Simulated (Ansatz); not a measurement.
The same path of BClH2O + H2S (8 atoms, charge 0, multiplicity 1) was run twice with different band settings. Lost on the way: B1–Cl2, S6–H8. Made: B1–S6, Cl2–H8.

These are results of RKS PBE0-D4/6-31G* in Ansatz, not measurements.

Relaxed end points:

```xyz
8
Properties=species:S:1:pos:R:3
B 0.079 -0.473 -0.065
Cl 0.210 -1.052 1.616
H 1.055 -0.081 -0.619
O -1.083 -0.566 -0.731
H -1.797 -0.925 -0.187
S -0.233 2.642 0.870
H -1.416 3.019 0.354
H -0.754 2.408 2.087
```

```xyz
8
Properties=species:S:1:pos:R:3
B -0.302 0.369 -0.538
Cl 0.204 0.556 3.665
H 0.722 -0.213 -0.749
O -1.518 -0.100 -0.891
H -1.462 -0.960 -1.327
S -0.185 1.976 0.306
H -1.508 2.227 0.362
H 0.110 1.119 2.496
```

Common settings: movable images 5; climbing image yes; spring 5.0 eV/Å²; start path through a guess of the saddle point; force threshold 0.05 eV/Å; iteration limit 60; end points relaxed.

| run | optimiser | largest step |
| --- | --- | --- |
| 1 | quadratic models (default) | default |
| 2 | lbfgs | 0.02 Å |

Q: What does each run give, and how far can it be trusted?

A: Run 1: converged after 11 iterations, highest image 1.089 eV above the first end. A vibrational analysis at the climbing image gives one clearly imaginary mode, 774i cm⁻¹: a first-order saddle point.
Run 2: not converged after 60 iterations, highest image 1.094 eV above the first end. The band didn't meet its force threshold, so its energies are provisional: the largest band force was still 0.27 eV/Å, and over the last iterations the top stayed at 1.10 eV.
The orbitals stay closed-shell, which can raise the energy where a bond breaks towards radicals; this wasn't checked here.
